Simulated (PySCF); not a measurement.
Mayer bond orders and bond lengths

Compound: C2H6OSSi.
SMILES with atom numbers: `[CH3:1][C:2](=[S:3])[SiH2:4][OH:5]` (hydrogens: H6, H7, H8 on C1; H9, H10 on Si4; H11 on O5)

Geometry (GFN2-xTB, Å), atoms numbered from 1 in this order:
```
atom  x, y, z in Å
C1    -1.7116   -0.0663   -0.0258
C2    -0.3183   -0.3772    0.3751
S3    -0.0081   -1.4747    1.5425
Si4    1.1435    0.5077   -0.4732
O5     2.5022   -0.0559    0.1915
H6    -1.9038    0.9958    0.1299
H7    -1.8334   -0.2574   -1.0924
H8    -2.4385   -0.6521    0.5341
H9     1.1137    0.1637   -1.8908
H10    1.0215    1.9361   -0.2012
H11    2.4381   -0.7170    0.8844
```

Bond orders from the PBE0/pcSseg-1 density (PySCF). Geometry: GFN2-xTB, one conformer, isolated molecule.

Task: Where do the orders between heavy atoms depart from those drawn in the SMILES?

Result: The largest departure is 0.244, at C2–Si4 (drawn single, 0.756). Drawn single, order below 0.88: C2–Si4 (0.756).

Task: Give the Mayer order of every bond, beside its length.

Result: 
| bond | drawn as | length (Å) | Mayer order |
| --- | --- | --- | --- |
| C1–C2 | single | 1.483 | 1.013 |
| C2–S3 | double | 1.632 | 1.881 |
| C2–Si4 | single | 1.908 | 0.756 |
| Si4–O5 | single | 1.614 | 1.090 |
| C1–H6 | single | 1.090 | 0.937 |
| C1–H7 | single | 1.090 | 0.937 |
| C1–H8 | single | 1.089 | 0.957 |
| Si4–H9 | single | 1.459 | 0.898 |
| Si4–H10 | single | 1.459 | 0.898 |
| O5–H11 | single | 0.960 | 0.906 |

Task: Sum the orders of all bonds at each heavy atom with more than one neighbour and set the sums beside the valence in the SMILES.

Result: C1 3.844 (drawn 4), C2 3.650 (drawn 4), Si4 3.642 (drawn 4), O5 1.996 (drawn 2). Orders between atoms that aren't bonded are not in these sums.

For a closed shell the Mayer order of atoms A and B is Σ (PS)μν (PS)νμ over the basis functions μ on A and ν on B, with P the density and S the overlap matrix.

These values come from a run that also computed NMR shieldings. Time: 7.2 s wall. Hardware: one thread of an x86-64 server, shared host.
